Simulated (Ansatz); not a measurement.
`[CH3][In]([CH3])[SeH]` and `CB(C)[SeH]` differ in one element.

Ansatz, PBE0-D4/def2-TZVP geometries, multiplicity 1. Each molecule was computed in one conformer, which needn't be the lowest.

Elements past krypton have def2 core potentials. Scalar relativity is left out up to krypton. Spin–orbit coupling is left out; it splits and shifts lone-pair levels of the heavy atoms by tenths of an eV.

```tsv
property	`[CH3][In]([CH3])[SeH]`
HOMO–LUMO gap (ωB97M-V/def2-TZVPP) / eV	9.28
HOMO–LUMO gap (PBE/def2-TZVPP) / eV	3.95
LUMO energy (ωB97M-V/def2-TZVPP) / eV	0.41
HOMO energy (PBE0/def2-TZVPP) / eV	-6.73
HOMO–LUMO gap (B3LYP/def2-TZVPP) / eV	5.23
size of the dipole moment (B3LYP/def2-TZVPP) / D	2.38
```

Q: Give the same properties after the change, and the shifts. (Estimate.)

A: The calculation gave: 
| property | `CB(C)[SeH]` | shift |
| --- | --- | --- |
| HOMO–LUMO gap (ωB97M-V/def2-TZVPP) / eV | 10.92 | 1.64 |
| HOMO–LUMO gap (PBE/def2-TZVPP) / eV | 4.77 | 0.82 |
| LUMO energy (ωB97M-V/def2-TZVPP) / eV | 1.46 | 1.05 |
| HOMO energy (PBE0/def2-TZVPP) / eV | -7.31 | -0.58 |
| HOMO–LUMO gap (B3LYP/def2-TZVPP) / eV | 6.38 | 1.15 |
| size of the dipole moment (B3LYP/def2-TZVPP) / D | 1.11 | -1.27 |

With PBE0 the HOMO falls by 0.58 eV and the LUMO rises by 0.49 eV, so the gap widens by about 1.07 eV. PBE moves the HOMO by -0.58 eV and ωB97M-V by -0.59 eV. Dipoles are sizes alone; their direction can turn.

Positive LUMOs are unbound, so they and the gaps depend on the basis.

B3LYP here is the variant with VWN-RPA as its local correlation; programs differ in this.
